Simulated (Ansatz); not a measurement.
```yaml
crystal:
  periodic: [false, false, false]
  atoms:
    - {symbol: C, position_ang: [1.318253, 0.018503, 2.307891]}
    - {symbol: C, position_ang: [0.953845, -0.261627, 1.194682]}
    - {symbol: Ge, position_ang: [0.397745, -0.721853, -0.559409]}
    - {symbol: C, position_ang: [-1.026743, 0.423849, -1.065461]}
    - {symbol: C, position_ang: [-1.932808, 1.143156, -1.400339]}
    - {symbol: H, position_ang: [1.638463, 0.268883, 3.293257]}
    - {symbol: H, position_ang: [1.568823, -0.527088, -1.526392]}
    - {symbol: H, position_ang: [-0.094919, -2.171553, -0.567448]}
    - {symbol: H, position_ang: [-2.734358, 1.781530, -1.693881]}
basis:
  gaussian: {orbitals: def2-TZVPP, fitting: {mean_field: cc-pVTZ-jkfit}}
magnetization: {spin_polarized: true, initial_magnetization: 8}
hamiltonian: {xc: {name: PBE0}, pseudopotentials: {relativity: scalar}}
correlation: {method: rpa}
scf: {lower_state_search: off}
```

```sh
$ ansatz run in.yaml --threads 4 --pin off --events-out ev --progress --plain --max-ram 10444MiB
```

Output, abridged:

```
Functional definition: PBE0
643 factors; integrals over basis functions are off by at most 7.3e-1 eV
mean field evaluation 1: about -61147.7934 eV, gradient 5.3e1 eV
mean field evaluation 2: about -61147.7921 eV, gradient 5.3e1 eV
mean field evaluation 4: about -61162.2096 eV, gradient 1.2e1 eV
mean field evaluation 8: about -61164.3394 eV, gradient 4.3e-1 eV
mean field evaluation 16: about -61164.3409 eV, gradient 1.2e-3 eV
mean field -61164.34091805 eV, -2247.7480700590 hartree, gradient 1.8e-6 eV, S^2 20.043461; 0 other end points of the search recorded, 0 dependent functions left out
13 core orbitals not correlated: weight in the atoms' cores, before any rotation towards them, 1.000 or more for the frozen orbitals, at most 0.000 for the correlated occupied ones
reference -61107.35291030 eV, -2245.6537994021 hartree; 21, 13 occupied and 194, 202 virtual orbitals, 643 factors
Total energy: -61136.75534313 eV, -2246.7343188788 hartree
Relativity: scalar
Checks for a lower state left out: stability, starts, cluster_reference, orbital_swaps, neighbouring_geometries, increment
```

Something in this input is off. What?

The spin is set far too high for this molecule. The run converged. The result belongs to that input, not to the molecule as meant.
